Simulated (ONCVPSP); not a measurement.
# Logarithmic derivatives: caesium (Cs), ONCV

- Element: caesium (Cs)
- Generator: ONCVPSP 4.0.1
- Type: optimised norm-conserving Vanderbilt (ONCV)
- Functional: Wu-Cohen
- Relativity: scalar-relativistic
- Frozen core: [Kr] 4d10
- Valence charge: 9
- Reference configuration: 5s2 5p6 6s1
- Partial waves: 5s+6s: rc 3.40 bohr, ncon 5, nbas 9, qcut 2.9 1/bohr, 3 projectors, debl 2.1 Ha; 5p: rc 1.95 bohr, ncon 3, nbas 6, qcut 5.1 1/bohr, 2 projectors, debl 1 Ha; d scattering state at 0.38 Ha: rc 3.15 bohr, ncon 4, nbas 8, qcut 3.4 1/bohr, 1 projector
- Local potential: polynomial inside 1.85 bohr (lpopt 5, dvloc0 6 Ha)
- Core correction: none

In the d channel the program set the typed energies aside and used 0.050 Ha.

The phase is arctan(r·R′/R) of the radial function R(r), unwrapped; energies in Ha, scanned from -2 to 5 Ha. A pole is an energy at which the radial function vanishes at the test radius. The pseudo phase is shifted by a multiple of π to meet the all-electron one at the reference energy, and phase errors are pseudo minus all-electron; the curves can meet again beyond the range given. Levels narrower than the energy grid can be missing from the lists of poles.

```csv
channel,radius (bohr),reference energy (Ha),"poles, all-electron","poles, pseudo",unbroken range about the reference energy with phases within 0.05 rad,phase error 1 Ha above the reference energy (rad)
s,3.46,-0.07,"-0.95, 1.10, 4.11","-0.95, 1.10, 3.99",below 4.6,-0.000
p,1.98,-0.50,1.26,1.26,below 3.5,+0.000
d,3.20,0.05,"0.53, 3.03","0.54, 3.41",below 1.2,+0.024
```

Phases in the p channel:

```
E (Ha)  all-electron  pseudo
 -1.98         1.008   1.006
 -1.62         0.804   0.803
 -1.26         0.379   0.379
 -0.90        -0.362  -0.362
 -0.54        -0.941  -0.941
 -0.18        -1.221  -1.221
  0.18        -1.367  -1.367
  0.54        -1.457  -1.457
  0.90        -1.520  -1.520
  1.26        -1.570  -1.570
  1.62        -1.613  -1.614
  1.98        -1.655  -1.656
  2.34        -1.699  -1.702
  2.70        -1.751  -1.757
  3.06        -1.820  -1.834
  3.42        -1.925  -1.960
  3.78        -2.114  -2.223
  4.14        -2.540  -2.921
  4.50        -3.394  -3.868
  4.86        -4.024  -4.268
```
